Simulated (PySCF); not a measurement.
**Solvent effects on NMR parameters**

Atoms are numbered as in `[CH3:1][S:2][c:3]1[cH:4][cH:5][c:6]([CH:7]=[O:8])[cH:9][cH:10]1`; H(Xn) means a hydrogen on atom n.

GIAO PBE0/pcSseg-1 in PySCF 2.14.0 with density-fitted response routines on one PBE0-D3(BJ)/def2-SVP conformer, non-relativistic, equivalent nuclei averaged. Solvents enter as an IEF-PCM continuum (dichloromethane with ε = 8.9, acetone with ε = 20.5) around the gas-phase geometry. Shifts are referred to TMS, CS2 computed in the same medium.

In dichloromethane, δ in ppm: C7 197.5, C3 158.9, C5/C9 137.3, C6 136.0, C4/C10 129.8, C1 17.5, S2 17.4, H(C7) 9.77, H(C5)/H(C9) 8.06, H(C4)/H(C10) 7.50, H(C1) 2.51. Dipole moment 4.29 D.

Q: How does each δ change in the more polar medium?

A: 
```tsv
atoms	environment	Δδ, acetone
C7	aldehyde carbonyl carbon	+0.7
C3	aromatic carbon bearing sulfur	+0.3
C5/C9	aromatic CH	+0.1
C6	substituted aromatic carbon	+0.1
C4/C10	aromatic CH	+0.3
C1	methyl carbon bonded to S	+0.1
S2	sulfide sulfur	-0.1
H(C7)	hydrogen on an aldehyde carbonyl carbon	+0.01
H(C5)/H(C9)	hydrogen on an aromatic CH	+0.02
H(C4)/H(C10)	hydrogen on an aromatic CH	+0.04
H(C1)	hydrogen on a methyl carbon bonded to S	+0.02
```

Changes are relative to dichloromethane. The dipole moment becomes 4.37 D in acetone.

Q: Which of the listed nuclei move most (in ppm), and what does the model miss? (N and O are left out, as their reference compounds move with the solvent too.)

A: C7 (aldehyde carbonyl carbon, +0.7 ppm) in acetone. A continuum only polarises the solute; specific hydrogen bonds, the anisotropy of aromatic solvents and changes of geometry or conformer are outside it.
